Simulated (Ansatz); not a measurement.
`[NH2][Hf]([OH])([F])[Cl]` + HCl → `[OH][Hf]([F])([Cl])[Cl]` + NH₃ at 400 K and 1 bar (ligand exchange at the Hf–N bond).

Calculated with Ansatz (gas phase, PBE0-D4/def2-TZVP geometries, no zero-point term in ΔE). CBS: MP2 limit from def2 TZ/QZ plus the TZ coupled-cluster correction, frozen cores. This one scheme is used for every species. def2 core potentials past Kr. For Hf outer-core shells are correlated without core-valence functions, which leaves a few kJ/mol of doubt a bond. One conformer a species, not always the lowest.

```csv
species,CCSD(T)/CBS energy (Eh),H − E (kJ/mol),S (J/(mol·K))
`[NH2][Hf]([OH])([F])[Cl]`,-739.42806,143.9,430.1
HCl,-460.38127,29.6,195.4
`[OH][Hf]([F])([Cl])[Cl]`,-1143.33676,78.8,420.4
NH₃,-56.50880,104.2,203.1
```

H − E and S are ideal-gas, rigid-rotor, harmonic terms from PBE0-D4/def2-TZVP, for one conformer and one mirror image of each species. 1 Eh = 2625.50 kJ/mol, R = 8.31446 J/(mol·K).

Task: By hand: ΔE, ΔH, ΔS and ΔG.

Result: ΔE = (-1143.33676) + (-56.50880) − (-739.42806) − (-460.38127) = -0.03623 Eh = -95.1 kJ/mol. Δ(H − E) = 78.8 + 104.2 − 143.9 − 29.6 = 9.5, so ΔH = -85.6 kJ/mol. ΔS = 420.4 + 203.1 − 430.1 − 195.4 = -2.0 J/(mol·K). ΔG = -85.6 − 400 × (-2.0)/1000 = -84.8 kJ/mol.

Task: By hand: the equilibrium constant, and the temperature at which ΔG would vanish if ΔH and ΔS stayed fixed.

Result: log₁₀ K = −ΔG/(RT ln 10) = 11.1. ΔG = 0 at ΔH/ΔS = 42800 K, far beyond where these terms or the molecules hold.

The number of gas molecules stays the same, so ΔS is small and ΔH decides. A doubt of 5 kJ/mol in ΔE shifts log₁₀ K by 0.7 here. Other conformers and mirror images would add mixing entropy, several J/(mol·K) or more a flexible species. These are equilibria of isolated gas molecules and say nothing of rates. Largest T1 diagnostic: 0.015 (customary marks: 0.02 for closed shells, 0.045 for open ones).
